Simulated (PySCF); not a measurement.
C$_{6}$H$_{12}$O$_{3}$, singlet, at a GFN2-xTB geometry; PySCF with DF-PBE0/STO-3G.

PySCF was given this input:
```python
from pyscf import gto, scf, dft

mol = gto.M(
    atom='''
C    -2.718314   -0.223419   -0.415586
C    -1.657275    0.779383    0.033115
C    -2.161850    1.625013    1.205125
C    -0.420860    0.033343    0.495770
O    -0.413224   -0.881546    1.274437
O     0.685904    0.548392   -0.060626
C     1.935088   -0.044621    0.299410
C     2.289294   -1.168274   -0.677234
O     2.547354   -0.684451   -1.969151
H    -2.378670   -0.783141   -1.284242
H    -3.638368    0.294636   -0.674017
H    -2.921838   -0.925468    0.389217
H    -1.373780    1.433568   -0.795945
H    -2.386501    0.983290    2.053778
H    -3.065542    2.156963    0.917939
H    -1.410986    2.352104    1.506232
H     1.868348   -0.439676    1.317060
H     2.673658    0.757223    0.242549
H     1.469460   -1.901046   -0.688260
H     3.203125   -1.665362   -0.346791
H     1.804328   -0.130802   -2.238397
''',
    basis='sto-3g',
    charge=0,
    spin=0,
    verbose=4,
)

mf = dft.RKS(mol)
mf.xc = 'pbe0'
mf = mf.density_fit(auxbasis='def2-universal-jkfit')
mf.kernel()
```

What the program printed (banner, timings and long lists left out):

```
PySCF version 2.14.0

[INPUT] verbose = 4
[INPUT] num. atoms = 21
[INPUT] num. electrons = 72
[INPUT] charge = 0
[INPUT] spin (= nelec alpha-beta = 2S) = 0
[INPUT] symmetry False subgroup None
[INPUT] Mole.unit = angstrom
[INPUT] Symbol           X                Y                Z      unit          X                Y                Z       unit  Magmom
[...]
nuclear repulsion = 483.471990543411
number of shells = 39
number of NR pGTOs = 171
number of NR cGTOs = 57
basis = sto-3g
ecp = {}

******** <class 'pyscf.df.df_jk.DFRKS'> ********
method = DFRKS
initial guess = minao
damping factor = 0
level_shift factor = 0
DIIS = <class 'pyscf.scf.diis.CDIIS'>
diis_start_cycle = 1
diis_space = 8
diis_damp = 0
SCF conv_tol = 1e-09
SCF conv_tol_grad = None
SCF max_cycles = 50
direct_scf = False
XC library pyscf.dft.libxc version 7.1.2
    S. Lehtola, C. Steigemann, M. J. T. Oliveira, and M. A. L. Marques,  SoftwareX 7, 1–5 (2018)
XC functionals = pbe0
    C. Adamo and V. Barone,  J. Chem. Phys. 110, 6158 (1999)
    M. Ernzerhof and G. E. Scuseria,  J. Chem. Phys. 110, 5029 (1999)
radial grids:
    Treutler-Ahlrichs [JCP 102, 346 (1995); DOI:10.1063/1.469408] (M4) radial grids

becke partition: Becke, JCP 88, 2547 (1988); DOI:10.1063/1.454033
pruning grids: <function nwchem_prune>
grids dens level: 3
symmetrized grids: False
atomic radii adjust function: <function treutler_atomic_radii_adjust>
small_rho_cutoff = 0
Set gradient conv threshold to 3.16228e-05
Initial guess from minao.
tot grids = 244656
******** <class 'pyscf.df.df.DF'> ********
auxbasis = def2-universal-jkfit
init E= -456.389693556389
[...]
cycle= 1 E= -454.861010229182  delta_E= 1.53  |g|= 0.843  |ddm|=  5.7
[...]
cycle= 2 E= -454.554002674691  delta_E= 0.307  |g|= 1.44  |ddm|= 2.56
[...]
cycle= 3 E= -455.058869136551  delta_E= -0.505  |g|= 0.357  |ddm|= 1.76
[...]
cycle= 4 E= -455.094209931463  delta_E= -0.0353  |g|= 0.0739  |ddm|= 0.516
[...]
cycle= 5 E= -455.095735936314  delta_E= -0.00153  |g|= 0.0169  |ddm|= 0.096
[...]
cycle= 6 E= -455.095816250973  delta_E= -8.03e-05  |g|= 0.00218  |ddm|= 0.0215
[...]
cycle= 7 E= -455.095817669562  delta_E= -1.42e-06  |g|= 0.000571  |ddm|= 0.00355
[...]
cycle= 8 E= -455.095817764157  delta_E= -9.46e-08  |g|= 0.000123  |ddm|= 0.000843
[...]
cycle= 9 E= -455.095817769425  delta_E= -5.27e-09  |g|= 2.16e-05  |ddm|= 0.000204
[...]
cycle= 10 E= -455.095817769556  delta_E= -1.31e-10  |g|= 6.29e-06  |ddm|= 3.32e-05
[...]
Extra cycle  E= -455.095817769546  delta_E= 1e-11  |g|= 7.8e-06  |ddm|= 1.75e-05
converged SCF energy = -455.095817769546
```
